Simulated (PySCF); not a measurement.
These are PBE-D3(BJ)/def2-TZVP // B3LYP-D3(BJ)/def2-TZVP (PySCF) values and carry that method's errors. Isolated molecules, 0 K electronic values unless said otherwise. One relaxed conformer stands for a flexible species; it need not be the lowest. Excitations are Tamm–Dancoff values on a coarser integration grid. The basis has no diffuse functions, so Rydberg states are missing or too high.

Reference species (SMILES): `C#CC(=C)C=C` (neutral, multiplicity 1).

```
Property                   Value
----------------------  --------
S1 excitation (TDA)      4.71 eV
HOMO                    -5.88 eV
S1–T1 gap (TDA)          1.77 eV
S1 oscillator strength     0.000
```

Changed species: `C#C/C=C/C=C`.

Give the shifts of the S1 excitation (TDA), HOMO, S1–T1 gap (TDA) and S1 oscillator strength.

the S1 excitation (TDA) decreases by 0.29 eV, to 4.42 eV; the HOMO rises by 0.24 eV, to -5.64 eV; the S1–T1 gap (TDA) increases by 0.04 eV, to 1.81 eV; the S1 oscillator strength stays essentially unchanged.
